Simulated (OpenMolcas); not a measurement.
Ti2+: effect of the metal basis and ligand basis

Ti2+ with 4 ligands (chloride) in tetrahedral coordination (Td) at 2.49 Å. A charge of +0.5 e stands 2.6 Å behind each ligand.

```yaml
Program: OpenMolcas
Method: "SS-CASPT2, IPEA 0.25 Eh, imaginary shift 0.1 Eh (closed shells correlated: 3s 3p and the ligand valence shells)"
Spin-orbit_coupling: state interaction with AMFI integrals over the reference wave functions
```

Fixed: active space 2 electrons in 5 orbitals (3d), DKH2 Hamiltonian.

States (labels of Td). Energies in cm-1 above the lowest state or level, χT in cm3 K/mol.

| Run | Metal basis | Ligand basis | Ground state | First state of that spin | First gap with spin-orbit (degeneracies) | χT at 300 K | First state of another spin | Cost |
| --- | --- | --- | --- | --- | --- | --- | --- | --- |
| A | ANO-RCC-VDZP | ANO-RCC-VDZP | 3A2 | 3T2 2270 | 2240 (3, 1) | 1.051 | 1E 8130 | roughly 80 core-seconds |
| B | ANO-RCC-VTZP | ANO-RCC-VTZP | 3A2 | 3T2 2120 | 2090 (3, 1) | 1.056 | 1E 7430 | roughly 9 core-minutes |

Costs are those of the CASPT2 steps.

Roots that are degenerate in the reference are averaged as groups; the widest CASPT2 spread within a group is 790 cm-1 (the 3-fold group of multiplicity 3 near 2120 cm-1 above the lowest state of its run, B). Shifts and gaps below about the spread of the groups concerned are not significant. Over all roots computed the reference weight is 0.73 to 0.75 in A, 0.70 to 0.72 in B; a low but even weight reflects the number of correlated electrons. Ligand-to-metal charge-transfer states are missing. These CASPT2 states fit no ligand-field parameters well, so their order and spin gaps are uncertain. With no ligand orbital active B as a rule stays too high, so bands that hang on it stand too high and its fall with covalency is understated. With one d shell and no ligand orbital active, 10Dq can be off by tens of per cent for divalent 3d ions, low with halides held by bare charges and at times high in hosts. Free-ion shares, where given, are those of the reference states; single-state CASPT2 does not remix them. No measured value stands beside these numbers; the geometry is a model, was not optimised and need not be the one that this ion takes.
